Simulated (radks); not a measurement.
Problem. Yb2+, 68 electrons, occupied as [Xe] 4f14. Calculated with a radial shooting solver on a logarithmic mesh with Libxc functionals: scalar-relativistic Kohn-Sham, OLYP, spin-polarised, spherical densities, point nucleus. Some entries of the table are withheld. Estimate them.

orbital,occ.,eigenvalue (hartree),r(max) (bohr)
1s,2,(1),0.01237
2s,2,-382.0499,0.07058
2p,6,-336.7946,0.05756
3s,2,(2),0.1994
3p,6,-72.91109,0.1966
3d,10,(3),(4)
4s,2,-17.45534,0.4549
4p,6,-12.97814,0.4762
4d,10,-7.09210,0.4907
5s,2,-2.56740,1.071
5p,6,-1.55054,1.231
4f,14,-0.65830,0.4827
6s,0,-0.57857,3.011
5d,0,-0.49506,1.844
6p,0,-0.41206,3.634

Solution. 
(1) 1s eigenvalue (hartree): -2251.067
(2) 3s eigenvalue (hartree): -86.55114
(3) 3d eigenvalue (hartree): -56.33500
(4) 3d r(max) (bohr): 0.1601
